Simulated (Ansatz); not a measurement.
Gas-phase electronic energies from Ansatz, PBE0-D4/def2-TZVP geometries. CCSD(T)/CBS is the MP2 limit (def2-TZVPP, def2-QZVPP) plus CCSD(T) − MP2 in def2-TZVPP, frozen cores. This one scheme is used for every species. Elements past krypton have def2 core potentials. For Sn outer-core shells are correlated without core-valence functions, which leaves a few kJ/mol of doubt a bond. One conformer a species, not always the lowest.

Reaction (redistribution): `F[SiH2][Si](Cl)(Cl)Cl` + `[SiH3][S][SnH3]` → `Cl[Si](Cl)(Cl)[SnH3]` + `F[SiH2]S[SiH3]`

`F[SiH2][Si](Cl)(Cl)Cl`:

Z-matrix (Å, degrees):
```
Si
Si 1 2.339
F 1 1.599 2 109.3
H 1 1.483 2 109.4 3 119.1
H 1 1.483 2 109.4 3 -119.1
Cl 2 2.044 1 107.4 3 -179.8
Cl 2 2.039 1 111.6 3 -60.7
Cl 2 2.039 1 111.5 3 61.0
```

`[SiH3][S][SnH3]`:

```xyz
9

Si   -0.150   -1.600   -0.597
S     1.265   -0.590    0.631
Sn    0.236    1.588    0.649
H    -1.507   -1.581    0.011
H     0.319   -3.001   -0.728
H    -0.242   -0.976   -1.944
H     1.258    2.551    1.609
H    -1.323    1.449    1.323
H     0.145    2.161   -0.954
```

`Cl[Si](Cl)(Cl)[SnH3]`:

Z-matrix (Å, degrees):
```
Si
Cl 1 2.046
Cl 1 2.046 2 107.8
Cl 1 2.046 2 107.8 3 116.2
Sn 1 2.561 2 111.0 3 -121.9
H 5 1.702 1 108.8 2 -179.9
H 5 1.702 1 108.7 2 -59.9
H 5 1.703 1 108.7 2 60.1
```

`F[SiH2]S[SiH3]`:

Cartesian coordinates in Å:
```
F -0.609 -0.077 2.172
Si -1.031 -0.894 0.865
S 0.632 -1.240 -0.393
Si 1.073 0.792 -0.926
H -1.527 -2.223 1.283
H -2.064 -0.086 0.181
H 1.710 0.750 -2.264
H 2.003 1.403 0.054
H -0.187 1.576 -0.973
```

```json
{"species": "`F[SiH2][Si](Cl)(Cl)Cl`", "CCSD(T)/CBS(def2) energy (Eh)": "-2058.70441"}
{"species": "`[SiH3][S][SnH3]`", "CCSD(T)/CBS(def2) energy (Eh)": "-904.51038"}
{"species": "`Cl[Si](Cl)(Cl)[SnH3]`", "CCSD(T)/CBS(def2) energy (Eh)": "-1884.38755"}
{"species": "`F[SiH2]S[SiH3]`", "CCSD(T)/CBS(def2) energy (Eh)": "-1078.84190"}
```

Problem. Work out ΔE.

Solution. ΔE = (-1884.38755) + (-1078.84190) − (-2058.70441) − (-904.51038) = -0.01466 Eh = -9.2 kcal/mol.

Largest T1 diagnostic among the species: 0.013.

In def2-TZVPP, CCSD(T) changes the Hartree–Fock value by −1.8 kcal/mol (the triples alone add −0.1 kcal/mol) and MP2 by −2.9 kcal/mol. Leaving LDA and LC-ωPBE aside and taking each functional with its dispersion term where it has one, the values, not all of them listed here, spread over 2.5 kcal/mol, from ωB97M-V to B97M-V. LDA lies −1.6 kcal/mol from PBE without D4.
